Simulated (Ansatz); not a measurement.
CH₆OSiTe, SMILES O([Te]C)[SiH3].

The structure is a stationary point at PBE-D3(BJ)/def2-SVP. This is a generated structure with no PubChem entry under its InChIKey; it may be hypothetical. The def2 effective core potentials stand for the cores of Te; spin–orbit coupling is left out. The values are those of a single conformer.

Two levels are set side by side: PBE/def2-SVPD (Ansatz, a quantum-chemistry and plane-wave program) and PBE0/def2-SVPD (Ansatz). Energy differences of separate SCF runs at the same geometry; the states with an electron removed or added have multiplicity 2 and 2. Differences are taken from unrounded values.

```csv
quantity,PBE0
vertical ionisation energy (eV),8.23
vertical electron affinity (eV),0.42
vertical singlet–triplet gap (eV),1.99
```

Problem. What does PBE give, and how far is it from PBE0? (Estimate from the structure and the level; the computed values follow.)

Solution. 
| quantity | PBE | PBE minus PBE0 |
|---|---|---|
| vertical ionisation energy (eV) | 8.10 | -0.13 |
| vertical electron affinity (eV) | 0.47 | 0.06 |
| vertical singlet–triplet gap (eV) | 1.95 | -0.03 |
